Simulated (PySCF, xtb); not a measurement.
Zr(F)4 cation (F₄Zr), SMILES [F][Zr]([F])([F])[F] (connectivity only; charge and spin as stated), charge +1, multiplicity 2.

Harmonic wavenumbers (cm⁻¹) from GFN2-xTB (xtb) at its own minimum, in rising order: 115, 115, 115, 123, 123, 466, 466, 466, 473.

### Question
What does B3LYP-D3(BJ)/def2-SVP run with PySCF 2.14.0 give at its own minimum? (Estimate from the structure and the level; the computed values follow.)

### Answer
70, 114, 128, 166, 307, 350, 597, 764, 783. Paired by order, the mean absolute difference is 126 cm⁻¹ and the zero-point energies are 3.5 and 4.7 kcal/mol.
